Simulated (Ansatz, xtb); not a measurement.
# Relative energy of two isomers of C5H6OS

Structure I: `C#C/C(S)=C(\C)O`, a singlet. Structure II: `C#C[C@@H](S)C(C)=O`, a singlet. Both are isolated molecules in the gas phase, relaxed with PBE0-D3(BJ)/def2-SVP; the shapes shown needn't be the lowest conformers.

I (Å):

```xyz
13

C    -2.6121    2.0990   -0.3666
C    -2.0368    1.0498   -0.5823
C    -1.3959   -0.1808   -0.8665
C    -0.1136   -0.4762   -0.4923
C     0.7651    0.4453    0.2734
O     0.4611   -1.6354   -0.7896
S    -2.3259   -1.4578   -1.7017
H    -3.1219    3.0232   -0.1692
H    -2.1783   -1.0007   -2.9694
H     0.2563    1.3895    0.4957
H     1.6806    0.6451   -0.3048
H     1.0744   -0.0382    1.2132
H    -0.2049   -2.1592   -1.2823
```

II (Å):

```tsv
atom	x (Å)	y (Å)	z (Å)
C	-1.9662	0.3427	-0.0373
C	-1.2609	-0.6205	0.1666
C	-0.3843	-1.7649	0.3785
C	0.7324	-1.7213	-0.6955
C	1.7993	-0.6922	-0.4610
O	0.7166	-2.4548	-1.6469
S	-1.2618	-3.3635	0.3817
H	-2.6094	1.1851	-0.2133
H	0.0914	-1.6696	1.3692
H	-1.0783	-3.5430	-0.9474
H	2.4231	-0.5893	-1.3571
H	2.4276	-1.0178	0.3841
H	1.3544	0.2753	-0.1858
```

Problem. Estimate which is lower in electronic energy at CCSD(T)/def2-SVP + ΔMP2/def2-TZVPP, and by roughly how much.

Solution. CCSD(T)/def2-SVP + ΔMP2/def2-TZVPP gives E(II) − E(I) = +3.73 kJ/mol, slightly favouring structure I, which is too small a margin to settle the true order.

How the difference moves with the method:

```tsv
level	geometry	E(II) − E(I) (kJ/mol)	departure from the last row (kJ/mol)	job, with rough time for the two
PBE0-D3(BJ)/def2-SVP	PBE0-D3(BJ)/def2-SVP	+16.17	+12.44	optimisation, 4.5 min
HF/def2-SVP	PBE0-D3(BJ)/def2-SVP	−7.57	−11.29	part of the CCSD(T) run
MP2/def2-SVP	PBE0-D3(BJ)/def2-SVP	−3.57	−7.29	part of the CCSD(T) run
CCSD(T)/def2-SVP	PBE0-D3(BJ)/def2-SVP	−6.90	−10.63	single point
CCSD(T)/def2-SVP + ΔMP2/def2-TZVPP	PBE0-D3(BJ)/def2-SVP	+3.73		single point, 4.2 min
```

As drawn, II has 1 C–C, 1 C=O, 1 C–H in place of 1 C=C, 1 C–O, 1 O–H.

The largest departure from CCSD(T)/def2-SVP + ΔMP2/def2-TZVPP is that of PBE0-D3(BJ)/def2-SVP, 12.44 kJ/mol. No reliable frequencies are at hand for I, so it isn't confirmed as a minimum. Levels run at GFN2-xTB geometries aren't shown. The last row adds to CCSD(T) the change of the MP2 difference between the two basis sets, here +10.63 kJ/mol.

The correlated steps freeze 11 core orbitals. Programs: Ansatz 0.2.0, xtb 6.7.1; the last row on 2 threads of AMD EPYC (Zen 3) on a shared host.
